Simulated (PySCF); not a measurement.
Highest orbital energy against ionisation energy along the halogens

Calculated with PySCF 2.14, no spin-orbit coupling. Each cell gives −ε(HOMO) / ΔSCF in eV; NIST values include spin-orbit coupling, (s) semi-empirical, (t) theoretical.

| species | UHF | LDA | PBE | PBE0 | r2SCAN | NIST (lowest levels) |
| --- | --- | --- | --- | --- | --- | --- |
| F²⁺ (aug-cc-pVQZ-DK, spin-free X2C) | 63.876 / 62.248 | 51.600 / 63.176 | 51.555 / 62.842 | 54.809 / 62.921 | 52.804 / 63.164 | 62.708 (s) |
| Cl²⁺ (aug-cc-pVQZ-DK, spin-free X2C) | 39.693 / 38.961 | 33.039 / 39.670 | 33.092 / 39.580 | 34.951 / 39.662 | 33.769 / 39.844 | 39.8 ± 0.11 (s) |
| Br²⁺ (aug-cc-pVQZ-DK, spin-free X2C) | 35.209 / 34.645 | 29.470 / 35.305 | 29.432 / 35.120 | 31.092 / 35.232 | 30.043 / 35.448 | 34.871 ± 0.019 |
| I²⁺ (aug-cc-pVQZ-DK3, spin-free X2C) | 30.323 / 29.862 | 25.563 / 30.508 | 25.487 / 30.295 | 26.910 / 30.412 | 25.998 / 30.564 | 29.57 ± 0.025 |

Q: How far is −ε(HOMO) from ΔSCF on average for each method, and why?

A: UHF 0.85 eV; LDA -7.25 eV; PBE -7.07 eV; PBE0 -5.12 eV; r2SCAN -6.60 eV. Hartree-Fock orbital energies lack relaxation and so exceed the ΔSCF value; semilocal functionals have convex E(N) from self-interaction, so their HOMO lies far too high; exact exchange moves hybrids part of the way back.
